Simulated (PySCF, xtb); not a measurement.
CBr₃, SMILES Br[C](Br)Br, multiplicity 2.

Harmonic wavenumbers (cm⁻¹) from GFN2-xTB in xtb at its own minimum, in rising order: 142, 142, 222, 360, 678, 679.

### Question
What does PBE-D3(BJ)/def2-SVP in PySCF give at its own minimum? (An estimate is asked for; the answer gives what the named calculation found.)

### Answer
156, 156, 230, 303, 749, 749. Paired by order, the mean absolute difference is 39 cm⁻¹ and the zero-point energies are 3.2 and 3.3 kcal/mol.
